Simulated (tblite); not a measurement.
A geometry optimisation, step by step.

Species: C₃H₅F₃Se₂Si.
SMILES with atom numbers: `[F:1]/[C:2](=[CH:3]/[CH:4]([F:5])[F:6])[Se:7][SiH2:8][SeH:9]` (hydrogens: H10 on C3; H11 on C4; H12, H13 on Si8; H14 on Se9)

Computed with GFN2-xTB (tblite), gas phase: L-BFGS steps from a force-field or distance-geometry start until the largest atomic force falls under 0.01 eV/Å. 7 of its 172 geometries are shown.

Step 0: E = -850.4920 eV, largest atomic force 1.403 eV/Å
```
atom  x, y, z in Å  |  force x, y, z in eV/Å
F1      0.708   -2.207   -0.630   -0.566   1.219  -0.241
C2     -0.092   -1.095   -0.727   -0.144  -0.650   0.323
C3     -1.284   -1.113   -0.126    0.209  -0.062  -0.128
C4     -2.242    0.062   -0.188   -0.206  -0.971   0.358
F5     -2.649    0.274   -1.475    0.012   0.060   0.808
F6     -3.357   -0.218    0.595    0.967   0.412  -0.929
Se7     0.585    0.423   -1.703   -0.082  -0.361   0.004
Si8     1.623    1.239    0.172    0.180   0.164   0.434
Se9     3.281   -0.197    0.811    0.410   0.257  -1.008
H10    -1.602   -2.000    0.419   -0.038   0.260  -0.164
H11    -1.750    0.966    0.213   -0.381   0.119  -0.211
H12     0.634    1.367    1.258    0.160  -0.141  -0.145
H13     2.193    2.551   -0.124   -0.089  -0.097  -0.150
H14     3.951   -0.052   -0.567   -0.432  -0.209   1.049
```

Step 28: E = -850.7500 eV, largest atomic force 0.067 eV/Å
```
atom  x, y, z in Å  |  force x, y, z in eV/Å
F1      0.728   -2.057   -0.703   -0.047  -0.001   0.040
C2     -0.138   -1.040   -0.729    0.024   0.041  -0.025
C3     -1.324   -1.129   -0.147    0.059   0.004   0.014
C4     -2.292    0.013   -0.181   -0.023  -0.028   0.026
F5     -2.752    0.231   -1.439    0.023   0.020  -0.008
F6     -3.375   -0.250    0.578   -0.008  -0.039   0.027
Se7     0.543    0.487   -1.654   -0.028  -0.019   0.052
Si8     1.718    1.276    0.174    0.041   0.005   0.007
Se9     3.454   -0.017    0.868    0.015  -0.005  -0.011
H10    -1.644   -2.027    0.359   -0.015  -0.024  -0.040
H11    -1.853    0.960    0.179   -0.010   0.022  -0.063
H12     0.810    1.293    1.317   -0.007  -0.004  -0.003
H13     2.124    2.601   -0.271    0.036   0.020  -0.015
H14     4.000   -0.340   -0.423   -0.059   0.007   0.000
```

Step 57: E = -850.8171 eV, largest atomic force 0.210 eV/Å
```
atom  x, y, z in Å  |  force x, y, z in eV/Å
F1      0.876   -1.791   -0.468   -0.158   0.082  -0.005
C2     -0.113   -0.892   -0.581   -0.091   0.186   0.032
C3     -1.369   -1.171   -0.254    0.064   0.034   0.038
C4     -2.443   -0.125   -0.310    0.024  -0.046   0.000
F5     -3.079   -0.102   -1.508    0.075  -0.050  -0.012
F6     -3.400   -0.391    0.607    0.029   0.012   0.033
Se7     0.449    0.778   -1.309    0.130  -0.054   0.013
Si8     1.991    1.450    0.302   -0.036  -0.025  -0.073
Se9     3.756    0.060    0.624   -0.080  -0.032  -0.052
H10    -1.671   -2.148    0.095    0.050   0.016  -0.033
H11    -2.057    0.896   -0.124   -0.061  -0.115  -0.021
H12     1.230    1.604    1.539    0.021  -0.033   0.036
H13     2.410    2.718   -0.280    0.028   0.029   0.013
H14     3.417   -0.886   -0.404    0.005  -0.004   0.032
```

Step 86: E = -850.8816 eV, largest atomic force 0.089 eV/Å
```
atom  x, y, z in Å  |  force x, y, z in eV/Å
F1      0.902   -1.434   -0.309   -0.001  -0.001   0.041
C2     -0.148   -0.609   -0.476    0.020  -0.029  -0.029
C3     -1.370   -1.077   -0.263   -0.089  -0.007   0.003
C4     -2.601   -0.252   -0.421   -0.015   0.001  -0.027
F5     -3.278   -0.588   -1.548    0.026  -0.008  -0.001
F6     -3.459   -0.479    0.602    0.021   0.029   0.017
Se7     0.354    1.111   -1.083    0.020   0.012   0.000
Si8     2.170    1.476    0.330    0.025   0.003  -0.028
Se9     3.873   -0.019    0.282    0.031  -0.018  -0.016
H10    -1.515   -2.105    0.036   -0.011  -0.017  -0.007
H11    -2.393    0.830   -0.469   -0.013  -0.006   0.008
H12     1.587    1.592    1.666    0.004  -0.030   0.020
H13     2.692    2.726   -0.202   -0.022   0.038   0.006
H14     3.186   -1.174   -0.216    0.003   0.033   0.012
```

Step 114: E = -850.9247 eV, largest atomic force 0.048 eV/Å
```
atom  x, y, z in Å  |  force x, y, z in eV/Å
F1      0.843   -1.205    0.143   -0.017   0.021   0.000
C2     -0.220   -0.479   -0.256    0.014  -0.011   0.008
C3     -1.423   -1.041   -0.250   -0.032  -0.016   0.032
C4     -2.670   -0.310   -0.610    0.001  -0.028  -0.024
F5     -3.392   -1.004   -1.523    0.002   0.020   0.025
F6     -3.473   -0.184    0.480   -0.007   0.006  -0.043
Se7     0.239    1.274   -0.794   -0.008   0.001   0.003
Si8     2.262    1.428    0.353    0.014   0.030  -0.017
Se9     3.934    0.098   -0.413    0.014   0.017   0.016
H10    -1.548   -2.067    0.069    0.008   0.008  -0.002
H11    -2.487    0.699   -1.016    0.003  -0.013   0.020
H12     1.948    1.148    1.750    0.007  -0.005  -0.011
H13     2.651    2.797    0.052    0.009  -0.019   0.015
H14     3.334   -1.155   -0.058   -0.008  -0.011  -0.021
```

Step 142: E = -850.9357 eV, largest atomic force 0.029 eV/Å
```
atom  x, y, z in Å  |  force x, y, z in eV/Å
F1      0.770   -1.054    0.553   -0.019   0.000   0.000
C2     -0.270   -0.394    0.005   -0.006  -0.028   0.001
C3     -1.421   -1.032   -0.175   -0.002  -0.004   0.016
C4     -2.629   -0.373   -0.748    0.007   0.014   0.008
F5     -3.284   -1.211   -1.582    0.009   0.002  -0.010
F6     -3.518   -0.055    0.231   -0.004  -0.009   0.008
Se7     0.139    1.401   -0.428   -0.001   0.009  -0.011
Si8     2.315    1.430    0.407    0.001   0.005  -0.009
Se9     3.784    0.080   -0.678    0.006   0.004  -0.004
H10    -1.533   -2.063    0.128    0.011   0.004   0.001
H11    -2.397    0.554   -1.298   -0.002   0.004  -0.011
H12     2.209    1.083    1.820    0.001   0.002   0.007
H13     2.722    2.795    0.115    0.005  -0.004   0.006
H14     3.112   -1.161   -0.421   -0.006   0.000  -0.001
```

Step 171: E = -850.9384 eV, largest atomic force 0.006 eV/Å
```
atom  x, y, z in Å  |  force x, y, z in eV/Å
F1      0.775   -1.065    0.533    0.002  -0.004   0.002
C2     -0.257   -0.404   -0.026   -0.005   0.002  -0.002
C3     -1.435   -1.010   -0.122    0.001   0.004   0.001
C4     -2.640   -0.360   -0.710   -0.002   0.002  -0.002
F5     -3.187   -1.140   -1.673    0.002   0.004   0.002
F6     -3.608   -0.199    0.228    0.002  -0.005  -0.003
Se7     0.207    1.336   -0.603   -0.001   0.003   0.001
Si8     2.319    1.420    0.384    0.003   0.004  -0.003
Se9     3.868    0.068   -0.576   -0.004  -0.005  -0.001
H10    -1.565   -2.016    0.249   -0.005  -0.002  -0.001
H11    -2.429    0.629   -1.150    0.001  -0.005   0.003
H12     2.110    1.105    1.794    0.003   0.003  -0.001
H13     2.729    2.786    0.101   -0.001  -0.004   0.001
H14     3.113   -1.151   -0.501    0.003   0.003   0.002
```

**Question.** Summarise the path.

**Answer.** The energy falls by 43.08 kJ/mol from step 0 to step 171; nine tenths of that is first reached at step 97. It rises by more than 0.2 meV at steps 44 and 50. The largest force goes from 1.403 to 0.006 eV/Å. Among the bonds Se9–H14 changes most, from 1.540 to 1.436 Å; the atoms move by 1.167 Å rms after alignment.

What follows is the cost of the whole relaxation. The run took 2.7 s wall on Arm Neoverse N1, one thread, no GPU, shared host.
